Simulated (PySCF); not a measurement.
**How methods differ on the ionisation energy of Pr³¹⁺**

Pr³¹⁺ [Ar] 3d10 (1S) → Pr³²⁺ [Ar] 3d9 (2D), as a difference of total energies. All numbers are calculated (PySCF 2.14, scalar relativity by spin-free X2C-1e, in an uncontracted even-tempered set (18 s from 4.7 bohr⁻², ratio 2.5; 13 p from 6.1 bohr⁻², ratio 2.5; 8 d from 6.1 bohr⁻², ratio 2.5; 4 f from 29 bohr⁻², ratio 2.7; 3 g from 43 bohr⁻², ratio 2.7)). Correlated levels: outer shells: [Ne] frozen; virtual orbitals above 40 to 60 times the deepest correlated orbital energy dropped. The calculations carry no spin-orbit coupling.

```csv
method,ionisation energy (eV)
UHF,2029.0
LDA,2028.2
PBE,2027.4
PBE0,2028.4
r2SCAN,2028.7
r2SCANh,2028.9
M06-2X,2030.8
MP2 (outer shells),2030.7
SCS-MP2 (outer shells),2030.4
```

A first-order spin-orbit estimate (lowest level to lowest level, LS coupling) adds -8.582 eV.

Breit and QED terms and the two-electron picture change are absent.

For comparison: 2019 ± 4 eV (theoretical estimate listed by NIST; NIST Atomic Spectra Database, ionization energies).
